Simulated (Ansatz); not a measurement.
Ge(NCO)Me3 (C4H9GeNO). Total charge 0; singlet. Geometry PBE0-D4/def2-SVP.

```csv
atom,x (Å),y (Å),z (Å)
Ge1,-0.037,0.067,-0.064
N2,0.718,-1.043,1.190
C3,1.183,-1.806,1.982
O4,1.645,-2.549,2.764
C5,0.812,1.799,0.168
H6,0.412,2.523,-0.558
H7,1.898,1.716,0.017
H8,0.628,2.182,1.182
C9,-1.941,0.113,0.324
H10,-2.462,0.771,-0.387
H11,-2.114,0.491,1.342
H12,-2.371,-0.896,0.248
C13,0.350,-0.725,-1.797
H14,-0.080,-1.735,-1.860
H15,1.437,-0.798,-1.950
H16,-0.077,-0.111,-2.603
```

**Question.** Estimate the orbital energies around the gap (eV) in Ansatz with BLYP-D4/def2-TZVP, r2SCAN-D4/def2-TZVP, PBE0-D4/def2-SVP, PBE0-D4/def2-TZVP, PBE0-D4/def2-TZVPD.

**Answer.** 
```
orbital  BLYP-D4/def2-TZVP  r2SCAN-D4/def2-TZVP  PBE0-D4/def2-SVP  PBE0-D4/def2-TZVP  PBE0-D4/def2-TZVPD
HOMO−13             -11.43               -12.18            -13.37             -13.66              -13.69
HOMO−12             -10.65               -11.18            -12.42             -12.51              -12.54
HOMO−11             -10.53               -11.13            -12.42             -12.51              -12.54
HOMO−10             -10.53               -11.13            -12.30             -12.36              -12.37
 HOMO−9             -10.11               -10.61            -11.72             -11.79              -11.80
 HOMO−8             -10.11               -10.61            -11.72             -11.79              -11.80
 HOMO−7              -9.80               -10.28            -11.35             -11.44              -11.44
 HOMO−6              -9.80               -10.28            -11.35             -11.44              -11.44
 HOMO−5              -9.60               -10.06            -11.12             -11.21              -11.22
 HOMO−4              -9.49                -9.97            -11.02             -11.11              -11.12
 HOMO−3              -7.67                -8.10             -9.11              -9.16               -9.18
 HOMO−2              -7.67                -8.10             -9.11              -9.16               -9.18
 HOMO−1              -6.38                -6.81             -7.75              -7.87               -7.89
   HOMO              -6.38                -6.81             -7.75              -7.87               -7.89
   LUMO              -0.19                 0.57              1.21               0.59               -0.13
 LUMO+1               0.56                 0.89              1.76               1.41                0.70
 LUMO+2               0.56                 0.90              1.76               1.42                0.72
 LUMO+3               0.75                 1.09              2.06               1.60                0.72
 LUMO+4               1.31                 1.97              2.88               2.21                1.50
 LUMO+5               1.33                 2.04              2.89               2.25                1.71
```
